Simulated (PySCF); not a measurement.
Radial density of P²⁺ (phosphorus, charge +2)

B3LYP, [Ne] 3s2 3p1, 2P determinant. Computed with PySCF 2.14 in x2c-QZVPPall with one added diffuse shell each of s, p, d, f type (10s7p5d3f1g, 86 functions), with the spin-free X2C one-electron Hamiltonian (Gaussian nucleus).

```csv
r (bohr),4πr²ρ (e/bohr),4πr²(ρα − ρβ)
0.00204,0.1238,0.0000
0.00343,0.3261,0.0000
0.00577,0.8369,0.0000
0.00971,2.054,0.0000
0.0163,4.672,0.0000
0.0275,9.334,0.0002
0.0462,14.99,0.0024
0.0777,16.94,0.0135
0.131,12.52,0.0513
0.220,11.70,0.1180
0.370,15.99,0.1081
0.622,9.049,-0.0040
1.05,2.301,0.2629
1.76,1.883,0.5939
2.96,0.3829,0.1723
4.98,0.005636,0.0038
```

Densities and radii are taken from the X2C orbitals without a picture-change correction, which distorts them close to the nucleus.

Task: Where is the radial spin density 4πr²(ρα − ρβ) most negative, and why is it negative at all?

Result: Around r = 0.622 bohr, down to -0.0040 e/bohr: exchange with the open shell polarises the paired shells in an unrestricted calculation.
